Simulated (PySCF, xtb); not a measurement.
1,1-dichloro-3-fluoropropa-1,2-diene (C₃HCl₂F), SMILES FC=C=C(Cl)Cl.

GFN2-xTB in xtb at its own geometry gives an orbital gap of 4.32 eV and a dipole moment of 1.59 D.

The structure is a stationary point at PBE0-D3(BJ)/def2-SVP.

Question: What does PBE/def2-TZVP run with PySCF give? (An estimate is asked for; the answer gives what the named calculation found.)

Answer: gap 4.57 eV (levels -6.66 and -2.09 eV), dipole 1.15 D.
